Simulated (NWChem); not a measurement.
SiH$_{2}$F$_{2}$; SMILES F[SiH2]F

Give the equilibrium geometry at PBE-D3(BJ)/def2-SVP (NWChem) as a Z-matrix, with the point group.

point group C2v; any orientation.
```
Si
F 1 1.6266
F 1 1.6266 2 107.90
H 1 1.4936 2 108.50 3 -117.37
H 1 1.4936 4 114.74 2 121.51
```
